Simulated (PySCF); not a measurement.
PySCF input for SiBr2F2, SMILES F[Si](F)(Br)Br, PBE-D3(BJ)/def2-SVP. Geometry: PBE-D3(BJ)/def2-SVP.

```python
import numpy as np
from pyscf import gto, scf, dft, df
from pyscf.hessian import thermo

mol = gto.M(
    atom='''
    F     0.00000000    1.30115610   -1.63110840
    Si   -0.00000000    0.00000000   -0.67032659
    F    -0.00000001   -1.30115610   -1.63110840
    Br   -1.82372917    0.00000000    0.55349319
    Br    1.82372917   -0.00000000    0.55349319
    ''',
    basis='def2-SVP',
    charge=0,
    spin=0,
    max_memory=1600,
    verbose=3,
)
mf = dft.RKS(mol, xc='pbe').density_fit(auxbasis='def2-universal-jkfit')
mf.disp = 'd3bj'
mf.grids.level = 3
mf.conv_tol = 1e-11
mf.max_cycle = 100
mf.kernel()

# [left out here: the lines that compute and print the analytic Hessian (its translational invariance restored by hand, since the grid's response is missing), thermochemistry and intensities]
```

Program output:

```
converged SCF energy = -5635.73067443847

WARN: DFTD3 does not support analytical Hessian, using finite difference


WARN: Mole.unit (angstrom) is changed to Bohr

Mode                                 0                   1                   2
Irrep
Freq [cm^-1]                      109.2410            169.0231            221.1884
Reduced mass [au]                  45.6412             20.7020             23.2996
Force const [Dyne/A]                0.3209              0.3485              0.6716
Char temp [K]                     157.1735            243.1865            318.2409
Normal mode                   x     y     z       x     y     z       x     y     z
       0   F                -0.00  0.01  0.07    0.15  0.00  0.00   -0.00 -0.03  0.12
       1  Si                 0.00  0.00  0.06   -0.00 -0.00  0.00    0.00 -0.11  0.00
       2   F                -0.00 -0.01  0.07   -0.15 -0.00 -0.00   -0.00 -0.03 -0.12
       3  Br                -0.06 -0.00 -0.03   -0.00 -0.03  0.00   -0.00  0.03  0.00
       4  Br                 0.06 -0.00 -0.03   -0.00  0.03 -0.00    0.00  0.03  0.00
Mode                                 3                   4                   5
Irrep
Freq [cm^-1]                      236.2055            253.3916            394.7977
Reduced mass [au]                  25.6532             26.3234             26.2670
Force const [Dyne/A]                0.8433              0.9958              2.4122
Char temp [K]                     339.8472            364.5740            568.0260
Normal mode                   x     y     z       x     y     z       x     y     z
       0   F                 0.13  0.00  0.00   -0.00  0.08  0.11    0.00  0.10 -0.01
       1  Si                -0.01 -0.00  0.00    0.00 -0.00 -0.00   -0.00 -0.00 -0.12
       2   F                 0.13 -0.00  0.00   -0.00 -0.08  0.11    0.00 -0.10 -0.01
       3  Br                -0.03  0.00  0.04    0.04  0.00 -0.02   -0.03  0.00  0.02
       4  Br                -0.03 -0.00 -0.04   -0.04  0.00 -0.02    0.03  0.00  0.02
Mode                                 6                   7                   8
Irrep
Freq [cm^-1]                      539.9036            866.9379            952.6941
Reduced mass [au]                  30.2228             21.8322             22.5303
Force const [Dyne/A]                5.1906              9.6677             12.0482
Char temp [K]                     776.8011           1247.3306           1370.7147
Normal mode                   x     y     z       x     y     z       x     y     z
       0   F                 0.02 -0.00  0.00    0.00 -0.10  0.08    0.00 -0.09  0.07
       1  Si                -0.17 -0.00  0.00   -0.00 -0.00 -0.12   -0.00  0.13 -0.00
       2   F                 0.02  0.00  0.00    0.00  0.10  0.08    0.00 -0.09 -0.07
       3  Br                 0.02  0.00 -0.01   -0.00  0.00  0.00   -0.00 -0.00  0.00
       4  Br                 0.02 -0.00  0.01    0.00  0.00  0.00    0.00 -0.00  0.00
temperature 298.1500 [K]
pressure 101325.00 [Pa]
Rotational constants [GHz] 2.22891 0.84817 0.72829
Symmetry number 2
Zero-point energy (ZPE) 0.00853 [Eh]   22390.403 [J/mol]
                           tot       elec      trans        rot        vib
Entropy [J/mol/K]       349.955      0.000    176.343    119.070     54.543
Cv [J/mol/K]             78.479      0.000     12.472     12.472     53.536
Cp [J/mol/K]             86.794      0.000     20.786     12.472     53.536
Internal energy [J/mol]                      3718.434   3718.434  31474.991
Internal energy [Eh]   -5635.71585  -5635.73067
Enthalpy [J/mol]                             6197.391   3718.434  31474.991
Enthalpy [Eh]          -5635.71491
Gibbs free energy [J/mol]                  -46379.266 -31782.187  15213.138
Gibbs free energy [Eh] -5635.75465
mode   freq/cm-1   IR/(km/mol)
   1      109.24         0.097
   2      169.02         0.000
   3      221.19         5.333
   4      236.21        12.490
   5      253.39         4.750
   6      394.80        33.972
   7      539.90       269.268
   8      866.94       155.457
   9      952.69       111.826
max |gradient| / (hartree/bohr): 0.00015955623025859546
APT charges: [-0.6078  2.0106 -0.6078 -0.3975 -0.3975]
```

The run converged.
